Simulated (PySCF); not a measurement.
Molecular orbitals of PdH

PBE at R = 1.532 Å; H def2-TZVPP, Pd def2-TZVPP with ECP28; scalar-relativistic core potentials (PySCF 2.14). State: ²Σ⁺ (doublet), unpaired electrons σ ↑. Only the outer orbitals are listed, counted within each symmetry, core potentials removing the inner ones.

```csv
spin,orbital,occ.,ε (eV),on H (%),main shells (%)
α,3σ,1,-8.82,43,"50 Pd d, 42 H s"
α,2π,1,-5.95,1,99 Pd d
α,2π,1,-5.95,1,99 Pd d
α,1δ,1,-5.57,0,100 Pd d
α,1δ,1,-5.57,0,100 Pd d
α,4σ,1,-5.20,15,"47 Pd s, 36 Pd d, 16 H s"
α,5σ,0,-2.38,18,"41 Pd p, 35 Pd s, 18 H s"
α,3π,0,-0.66,1,99 Pd p
α,3π,0,-0.66,1,99 Pd p
β,3σ,1,-8.38,46,"46 Pd d, 45 H s, 8 Pd s"
β,2π,1,-5.76,1,99 Pd d
β,2π,1,-5.76,1,99 Pd d
β,1δ,1,-5.15,0,100 Pd d
β,1δ,1,-5.15,0,100 Pd d
β,4σ,0,-4.37,13,"46 Pd s, 40 Pd d, 13 H s"
β,5σ,0,-2.09,18,"43 Pd p, 33 Pd s, 18 H s"
β,3π,0,-0.11,1,99 Pd p
```

**Question.** Which are the highest filled and the lowest empty level, where do they sit, and how wide is the gap?

**Answer.** Highest filled β 1δ at -5.15 eV (in %: 100 Pd d); lowest empty β 4σ at -4.37 eV (in %: 46 Pd s, 40 Pd d, 13 H s); the gap at PBE is 0.78 eV.

```
bond order (Mayer)                              : 1.07
⟨S²⟩                                            : 0.751
charge on H (Mulliken, basis-dependent)         : -0.07
charge on H (Löwdin, basis-dependent)           : -0.13
dipole moment (positive dipole means H(−)Pd(+)) : 1.71 D
polarisability along the bond                   : 38.0 bohr³
polarisability across the bond                  : 33.5 bohr³
```

Spin–orbit coupling is left out. With d or f electrons several states lie close, and the lowest PBE0 determinant need not be the measured ground state.
